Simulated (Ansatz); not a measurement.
Ansatz (a first-principles code) input (CCSD(T)/aug-cc-pVDZ):

Ansatz 0.2 input:
```yaml
crystal:
  periodic: [false, false, false]
  atoms:
    - {symbol: C, position_ang: [-1.26894801, -0.55645310, -0.50326195]}
    - {symbol: N, position_ang: [-0.17747597, 0.04042070, 0.26364178]}
    - {symbol: C, position_ang: [-0.45784725, 0.44024241, 1.62918783]}
    - {symbol: C, position_ang: [1.03380072, 0.21401524, -0.26604493]}
    - {symbol: O, position_ang: [1.45198684, -0.04756467, -1.35713872]}
    - {symbol: H, position_ang: [-2.10314267, 0.14490855, -0.58313701]}
    - {symbol: H, position_ang: [-0.90504978, -0.79998819, -1.49766394]}
    - {symbol: H, position_ang: [-1.62272812, -1.46657741, -0.01266813]}
    - {symbol: H, position_ang: [0.44352679, 0.86342584, 2.06553232]}
    - {symbol: H, position_ang: [-0.77415654, -0.42037297, 2.22505646]}
    - {symbol: H, position_ang: [-1.25404531, 1.18934936, 1.65521192]}
basis:
  gaussian:
    orbitals: aug-cc-pVDZ
magnetization: {spin_polarized: true, initial_magnetization: 1}
correlation: {method: ccsd_t, electrons: outside_noble_gas}
output: {forces: true}
```

Output:

```
Functional definition: HF
integrals: 1.00 GiB planned
1667 factors; integrals over basis functions are off by at most 6.6e-4 eV
mean field: 0.86 GiB planned
mean field evaluation 1: about -6700.8244 eV, gradient 2.8e1 eV
mean field evaluation 2: about -6700.8265 eV, gradient 2.8e1 eV
mean field evaluation 4: about -6704.7432 eV, gradient 4.3e0 eV
mean field evaluation 8: about -6704.8735 eV, gradient 2.6e-1 eV
mean field evaluation 16: about -6704.8534 eV, gradient 1.5e0 eV
mean field evaluation 32: about -6701.3368 eV, gradient 2.8e-2 eV
mean field -6704.87484816 eV, -246.3996059426 hartree, gradient 2.3e-6 eV, S^2 0.762715; 0 other end points of the search recorded, 0 dependent functions left out
5 core orbitals not correlated
reference -6704.87484816 eV, -246.3996059426 hartree; 15, 14 occupied and 149, 150 virtual orbitals, 1667 factors
densities: 8.92 GiB planned
second order -21.20189240 eV of doubles, -0.00000000 eV of singles
coupled cluster: 4.88 GiB planned
cycle   1  -21.50026770 eV  change   -3.0e-1 eV  update   1.3e-1
cycle   2  -22.11572015 eV  change   -6.2e-1 eV  update   4.0e-2
cycle   3  -22.30237528 eV  change   -1.9e-1 eV  update   2.4e-2
cycle   4  -22.30289727 eV  change   -5.2e-4 eV  update   7.9e-3
cycle   5  -22.29817861 eV  change    4.7e-3 eV  update   4.2e-3
cycle   6  -22.29925300 eV  change   -1.1e-3 eV  update   1.8e-3
cycle   7  -22.29925277 eV  change    2.4e-7 eV  update   8.0e-4
cycle   8  -22.29934978 eV  change   -9.7e-5 eV  update   3.0e-4
cycle   9  -22.29951309 eV  change   -1.6e-4 eV  update   1.3e-4
cycle  10  -22.29947319 eV  change    4.0e-5 eV  update   5.4e-5
cycle  11  -22.29946814 eV  change    5.1e-6 eV  update   2.5e-5
cycle  12  -22.29948720 eV  change   -1.9e-5 eV  update   1.2e-5
cycle  13  -22.29948933 eV  change   -2.1e-6 eV  update   5.4e-6
cycle  14  -22.29949390 eV  change   -4.6e-6 eV  update   2.2e-6
cycle  15  -22.29949525 eV  change   -1.3e-6 eV  update   8.5e-7
perturbative correction -0.84316279 eV, -0.0309856610 hartree
the calculation of the forces begins
Total energy: -6728.01750620 eV, -247.2500829388 hartree
Atom 0 at    -1.268948    -0.556453    -0.503262 Å, force     0.021353     0.024720     0.051847 eV/Å
Atom 1 at    -0.177476     0.040421     0.263642 Å, force    -0.580891    -0.084168     0.251429 eV/Å
Atom 2 at    -0.457847     0.440242     1.629188 Å, force    -0.035759    -0.014644    -0.011252 eV/Å
Atom 3 at     1.033801     0.214015    -0.266045 Å, force     0.353332     0.471398     1.034070 eV/Å
Atom 4 at     1.451987    -0.047565    -1.357139 Å, force     0.588548    -0.349698    -1.483483 eV/Å
Atom 5 at    -2.103143     0.144909    -0.583137 Å, force    -0.343877     0.313542    -0.028164 eV/Å
Atom 6 at    -0.905050    -0.799988    -1.497664 Å, force     0.179134    -0.109571    -0.460376 eV/Å
Atom 7 at    -1.622728    -1.466577    -0.012668 Å, force    -0.134673    -0.388206     0.220256 eV/Å
Atom 8 at     0.443527     0.863426     2.065532 Å, force     0.410709     0.191046     0.193800 eV/Å
Atom 9 at    -0.774157    -0.420373     2.225056 Å, force    -0.126869    -0.369583     0.237137 eV/Å
Atom 10 at    -1.254045     1.189349     1.655212 Å, force    -0.331006     0.315165    -0.005265 eV/Å
Dipole moment:    -0.670715    -0.031385     0.476178 e Å
```

It need not be the lowest isomer of its formula.
